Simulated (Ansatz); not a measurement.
Species: dichloroboranyl(trimethyl)silane, C$_{3}$H$_{9}$BCl$_{2}$Si, net charge 0, singlet state. 
Structure (B3LYP-D3(BJ)/def2-TZVP (Ansatz, a first-principles code) minimum search):
```
Si
C 1 1.8775
H 2 1.0918 1 111.17
H 2 1.0918 3 107.60 1 -121.96
H 2 1.0926 3 107.94 4 -116.25
C 1 1.8824 2 110.43 3 -179.21
H 6 1.0915 1 111.02 2 178.30
H 6 1.0919 7 107.94 1 122.46
H 6 1.0929 7 108.02 8 116.32
C 1 1.8824 2 110.43 3 59.36
H 10 1.0915 1 111.02 2 -178.30
H 10 1.0919 11 107.94 1 -122.46
H 10 1.0929 11 108.02 12 -116.32
B 1 2.0231 2 110.50 3 -59.93
Cl 14 1.7584 1 122.75 2 0.00
Cl 14 1.7619 15 117.47 1 -180.00
```

Total electronic energies in hartree. Correlated levels leave the core frozen unless marked. Spin-orbit coupling is left out. Non-relativistic. Basis-set limits of correlation are two-point, X^-3; Hartree-Fock from the larger set. [CCSD(T)-MP2]/basis is that difference in the basis named.

```tsv
level	program	energy (Eh)
HF/cc-pV(D+d)Z	Ansatz	-1351.59771
HF/aug-cc-pV(T+d)Z	Ansatz	-1351.68319
RI-HF/cc-pV(T+d)Z	Ansatz	-1351.68118
BLYP-D4/def2-TZVPD	Ansatz + dftd4	-1354.61317
revPBE/def2-TZVPD	Ansatz	-1354.40594
r2SCAN/def2-TZVPD	Ansatz	-1354.50645
r2SCAN-D3(BJ)/def2-TZVPD	Ansatz + dftd3	-1354.51182
B3LYP-D3(BJ)/def2-TZVPD	Ansatz + dftd3	-1354.77287
B3LYP-D4/def2-TZVPD	Ansatz + dftd4	-1354.76976
BHLYP/def2-TZVPD	Ansatz	-1354.59115
r2SCANh/def2-TZVPD	Ansatz	-1354.49814
CAM-B3LYP/def2-TZVPD	Ansatz	-1354.62355
wB97X-V/def2-TZVPD	Ansatz	-1354.46677
B2GP-PLYP-D3(BJ)/def2-TZVPD	Ansatz + dftd3	-1354.00183
B2PLYP-D3(BJ)/def2-TZVPD	Ansatz + dftd3	-1354.16683
PBE-QIDH/def2-TZVPD	Ansatz	-1353.79833
RPA@PBE/cc-pV(Q+d)Z	Ansatz	-1353.71219
MP2/aug-cc-pV(T+d)Z	Ansatz	-1352.83667
SCS-MP2/aug-cc-pV(T+d)Z	Ansatz	-1352.83755
CCSD/cc-pV(T+d)Z	Ansatz	-1352.89637
CCSD(T)/aug-cc-pV(D+d)Z	Ansatz	-1352.67586
RI-MP2/CBS(aug-cc-pV(T+d)Z,aug-cc-pV(Q+d)Z)+[CCSD(T)-MP2]/aug-cc-pV(D+d)Z	Ansatz	-1353.1073
RI-MP2/CBS(aug-cc-pV(T+d)Z,aug-cc-pV(Q+d)Z)+[CCSD(T)-MP2]/aug-cc-pV(T+d)Z	Ansatz	-1353.1197
```

Totals of different functionals don't rank their quality; only differences between species are comparable.
